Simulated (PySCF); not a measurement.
wavenumber (cm⁻¹), absorption (km/mol per cm⁻¹) and a bar:
```
        0      0.004 
       36      0.004 
       72      0.004 
      109      0.005 
      145      0.005 
      181      0.006 
      217      0.007 
      254      0.008 
      290      0.009 
      326      0.011 
      362      0.013 
      399      0.017 
      435      0.021 
      471      0.029 
      507      0.042 
      544      0.067 
      580      0.124 #
      616      0.302 ##
      652      1.062 #######
      689      0.875 ######
      725      0.333 ##
      761      0.404 ###
      797      0.198 #
      833      0.081 #
      870      0.047 
      906      0.032 
      942      0.024 
      978      0.019 
     1015      0.016 
     1051      0.015 
     1087      0.013 
     1123      0.013 
     1160      0.012 
     1196      0.012 
     1232      0.013 
     1268      0.013 
     1305      0.014 
     1341      0.015 
     1377      0.017 
     1413      0.019 
     1450      0.022 
     1486      0.026 
     1522      0.031 
     1558      0.038 
     1595      0.047 
     1631      0.062 
     1667      0.084 #
     1703      0.122 #
     1739      0.194 #
     1776      0.352 ##
     1812      0.805 ######
     1848      2.696 ###################
     1884      4.350 ##############################
     1921      1.220 ########
     1957      0.468 ###
     1993      0.239 ##
     2029      0.144 #
     2066      0.096 #
     2102      0.068 
     2138      0.051
```

This is the computed harmonic infrared spectrum of singlet GeHF, Lorentzian lines of 53 cm⁻¹ full width. These are results of PBE0/[Ge def2-TZVP, H def2-TZVP, F def2-TZVP], no relativity, density fitting, PySCF, not measurements.

Task: Which bands make it up, and how are they assigned?

Result: In Cs symmetry, counting bands above 1 % of the strongest: 667 cm⁻¹ (a', stretch, 115 km/mol); 767 cm⁻¹ (a', bend, 26 km/mol); 1873 cm⁻¹ (a', stretch, 426 km/mol).

Other isomers or separated fragments may lie lower.
